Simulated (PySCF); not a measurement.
SnOBr2, SMILES [O]=[Sn]([Br])[Br]. Atoms are numbered in the order given.

```xyz
4

Sn     0.0000     0.0000    -0.7122
O      0.0000     0.0000    -2.5726
Br     0.0000    -1.9895     0.8027
Br     0.0000     1.9895     0.8027
```
Charge 0, spin multiplicity 1.

Geometry optimised at PBE-D3(BJ)/def2-SVP. The def2 effective core potentials stand for the cores of Sn; spin–orbit coupling is left out.

Method: PBE-D3(BJ)/def2-SVP run with PySCF 2.14.0.

Frequencies are harmonic and unscaled.

Computed normal modes with their intensities:
| mode | ν (cm⁻¹) | IR (km/mol) | moving atoms (share of kinetic energy) |
|---|---|---|---|
| 1 | 73 | 0.9 | Br 77 %, Sn 20 % |
| 2 | 108 | 14.1 | O 55 %, Sn 37 %, Br 8 % |
| 3 | 130 | 24.7 | O 83 %, Br 12 % |
| 4 | 235 | 8.4 | Br 69 %, Sn 27 % |
| 5 | 259 | 53.9 | Br 52 %, Sn 48 % |
| 6 | 786 | 27.2 | O 88 %, Sn 12 % |
